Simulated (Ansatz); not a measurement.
Reaction (hydrogenolysis of a C–C bond): `Cc1ccc(C)nc1` + H₂ → `Cc1ccccn1` + CH₄

Computed with Ansatz on PBE0-D4/def2-TZVP structures; ΔE is electronic, products minus reactants. CCSD(T)/CBS adds triple-zeta CCSD(T) − MP2 to the extrapolated MP2 energy (def2 sets, frozen cores). This one scheme is used for every species.

```json
{"species": "`Cc1ccc(C)nc1`", "SCS-MP2/def2-TZVPP energy (Eh)": "-326.20213"}
{"species": "H₂", "SCS-MP2/def2-TZVPP energy (Eh)": "-1.17094"}
{"species": "`Cc1ccccn1`", "SCS-MP2/def2-TZVPP energy (Eh)": "-286.97452"}
{"species": "CH₄", "SCS-MP2/def2-TZVPP energy (Eh)": "-40.42031"}
```

Work out ΔE.

ΔE = (-286.97452) + (-40.42031) − (-326.20213) − (-1.17094) = -0.02176 Eh = -57.1 kJ/mol. CCSD(T)/CBS gives -58.2 kJ/mol.

Largest T1 diagnostic among the species: 0.012.

In def2-TZVPP, CCSD(T) changes the Hartree–Fock value by +23.0 kJ/mol (the triples alone add +4.6 kJ/mol) and MP2 by +29.7 kJ/mol. The D4 term adds +9.6 kJ/mol with B3LYP and +5.5 kJ/mol with PBE0; it sums over pairs of atoms, weighted by their polarisabilities, and B3LYP, whose exchange is more repulsive, gets the larger term. Leaving LDA and LC-ωPBE aside and taking each functional with its dispersion term where it has one, the values, not all of them listed here, spread over 16.2 kJ/mol, from BHLYP-D4 to revPBE-D4. LDA lies +11.2 kJ/mol from PBE without D4.

B3LYP here is the variant with VWN-RPA as its local correlation; programs differ in this.
